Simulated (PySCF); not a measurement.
How methods differ on the excitation energy of Kr

Kr [Kr] (1S) → Kr [Ar] 3d10 4s2 4p5 4d1 (high-spin determinant), as a difference of total energies. Calculation: PySCF 2.14, in aug-cc-pVTZ-PP with one added diffuse shell each of s, d, f type with ECP10MDF (7s5p5d3f, 68 functions); scalar relativity through the core potential. Correlated levels: valence: 3s2 3p6 3d10 frozen. The calculations carry no spin-orbit coupling.

| method | excitation energy (cm⁻¹) |
| --- | --- |
| UHF | 94428 |
| LDA | 98204 |
| PBE | 95543 |
| PBE0 | 97074 |
| r2SCAN | 98564 |
| r2SCANh | 98712 |
| HSE06 | 96892 |
| revPBE | 94989 |
| CAM-B3LYP | 98658 |
| MP2 (valence) | 100420 |
| SCS-MP2 (valence) | 100320 |

The promoted electron is Rydberg-like, and one or two diffuse shells describe it only roughly, which tends to raise the upper state.

The determinant of the upper state mixes LS terms, which raises its energy above the lowest term, most at the Hartree-Fock and MP2 levels.
